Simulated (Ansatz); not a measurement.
This singlet lies 2.57 eV below the relaxed triplet at the level frozen-core CCSD(T)/cc-pVTZ // PBE0-D3(BJ)/def2-TZVP (Ansatz, a quantum-chemistry and plane-wave program).

Level of theory: PBE0-D3(BJ)/def2-TZVP (Ansatz). No frequencies were computed at this level.

Ansatz 0.2 input:
```yaml
crystal:
  periodic: [false, false, false]
  atoms:
    - { symbol: O, position_ang: [-1.207612, -0.356441, 0.173172] }
    - { symbol: C, position_ang: [0.035577, -0.640422, 0.328666] }
    - { symbol: O, position_ang: [0.808346, 0.350665, -0.173195] }
    - { symbol: H, position_ang: [-1.378766, 0.503411, -0.269246] }
    - { symbol: H, position_ang: [1.742455, 0.142786, -0.059395] }
basis:
  gaussian: { orbitals: def2-tzvp }
hamiltonian:
  xc: pbe0
  dispersion: d3bj
relax:
  max_steps: 150
```

Output:

```
Functional definition: PBE0
570 factors; their error is unknown
mean field evaluation 1: about -5154.3306 eV, gradient 5.1e1 eV
mean field evaluation 2: about -5151.1340 eV, gradient 6.8e1 eV
mean field evaluation 4: about -5158.3878 eV, gradient 1.9e0 eV
mean field evaluation 8: about -5158.4040 eV, gradient 4.0e-1 eV
mean field -5158.40412416 eV, -189.5678550708 hartree, gradient 4.5e-5 eV, S^2 0.000000; 0 other end points of the search recorded, 0 dependent functions left out
reference -5158.40414406 eV, -189.5678558023 hartree; 12, 12 occupied and 93, 93 virtual orbitals, 570 factors
relax step   1: F+E_penalty+E_count = -5158.44284197 eV  Δ(F+E_penalty+E_count) = +0.000e0 eV  max|allowed force component| = 1.563e0 eV/Å  Δτ_max = 0.0000 Å  (25 SCF iters, accepted)
these checks for a lower state are left out or cut short: starts, cluster_reference, orbital_swaps, neighbouring_geometries, increment
570 factors; their error is unknown
mean field evaluation 16: about -5158.4213 eV, gradient 2.4e0 eV
mean field -5158.44351550 eV, -189.5693026760 hartree, gradient 1.0e-5 eV, S^2 0.000000; 0 other end points of the search recorded, 0 dependent functions left out
reference -5158.44353526 eV, -189.5693034021 hartree; 12, 12 occupied and 93, 93 virtual orbitals, 570 factors
relax step   2: F+E_penalty+E_count = -5158.48238462 eV  Δ(F+E_penalty+E_count) = -3.954e-2 eV  max|allowed force component| = 7.122e-1 eV/Å  Δτ_max = 0.0345 Å  (30 SCF iters, accepted)
these checks for a lower state are left out or cut short: starts, cluster_reference, orbital_swaps, neighbouring_geometries, increment
570 factors; their error is unknown
mean field -5158.45246211 eV, -189.5696314580 hartree, gradient 9.9e-6 eV, S^2 0.000000; 0 other end points of the search recorded, 0 dependent functions left out
reference -5158.45248181 eV, -189.5696321818 hartree; 12, 12 occupied and 93, 93 virtual orbitals, 570 factors
relax step   3: F+E_penalty+E_count = -5158.49138041 eV  Δ(F+E_penalty+E_count) = -8.996e-3 eV  max|allowed force component| = 1.685e-1 eV/Å  Δτ_max = 0.0160 Å  (32 SCF iters, accepted)
these checks for a lower state are left out or cut short: starts, cluster_reference, orbital_swaps, neighbouring_geometries, increment
570 factors; their error is unknown
mean field evaluation 32: about -5158.4532 eV, gradient 4.2e-1 eV
mean field -5158.45340800 eV, -189.5696662186 hartree, gradient 1.0e-5 eV, S^2 0.000000; 0 other end points of the search recorded, 0 dependent functions left out
reference -5158.45342768 eV, -189.5696669418 hartree; 12, 12 occupied and 93, 93 virtual orbitals, 570 factors
relax step   4: F+E_penalty+E_count = -5158.49234629 eV  Δ(F+E_penalty+E_count) = -9.659e-4 eV  max|allowed force component| = 4.976e-2 eV/Å  Δτ_max = 0.0110 Å  (32 SCF iters, accepted)
these checks for a lower state are left out or cut short: starts, cluster_reference, orbital_swaps, neighbouring_geometries, increment
570 factors; their error is unknown
mean field -5158.45348623 eV, -189.5696690935 hartree, gradient 1.0e-5 eV, S^2 0.000000; 0 other end points of the search recorded, 0 dependent functions left out
reference -5158.45350591 eV, -189.5696698167 hartree; 12, 12 occupied and 93, 93 virtual orbitals, 570 factors
relax step   5: F+E_penalty+E_count = -5158.49241961 eV  Δ(F+E_penalty+E_count) = -7.333e-5 eV  max|allowed force component| = 2.034e-2 eV/Å  Δτ_max = 0.0025 Å  (33 SCF iters, accepted)
these checks for a lower state are left out or cut short: starts, cluster_reference, orbital_swaps, neighbouring_geometries, increment
570 factors; their error is unknown
mean field -5158.45349961 eV, -189.5696695852 hartree, gradient 1.0e-5 eV, S^2 0.000000; 0 other end points of the search recorded, 0 dependent functions left out
reference -5158.45351929 eV, -189.5696703084 hartree; 12, 12 occupied and 93, 93 virtual orbitals, 570 factors
relax step   6: F+E_penalty+E_count = -5158.49243331 eV  Δ(F+E_penalty+E_count) = -1.370e-5 eV  max|allowed force component| = 1.856e-3 eV/Å  Δτ_max = 0.0005 Å  (33 SCF iters, accepted)
570 factors; their error is unknown
mean field evaluation 64: about -5158.4457 eV, gradient 2.1e-1 eV
mean field -5158.45349961 eV, -189.5696695852 hartree, gradient 1.0e-5 eV, S^2 0.000000; 1 other end points of the search recorded, 0 dependent functions left out
reference -5158.45351929 eV, -189.5696703084 hartree; 12, 12 occupied and 93, 93 virtual orbitals, 570 factors
Total energy: -5158.49245299 eV, -189.5711010955 hartree
Atom 0 at    -1.202785    -0.357495     0.173692 Å, force     0.000889     0.000479    -0.000099 eV/Å
Atom 1 at     0.057300    -0.646290     0.331888 Å, force    -0.000640     0.000316    -0.000296 eV/Å
Atom 2 at     0.766846     0.356432    -0.176622 Å, force    -0.001856     0.000792    -0.000497 eV/Å
Atom 3 at    -1.318591     0.508002    -0.271043 Å, force    -0.000237    -0.000734     0.000333 eV/Å
Atom 4 at     1.697230     0.139350    -0.057913 Å, force     0.001843    -0.000853     0.000558 eV/Å
Dipole moment:     0.214187     0.435895    -0.221825 e Å
```

Cost: around 7 core-seconds (rough).
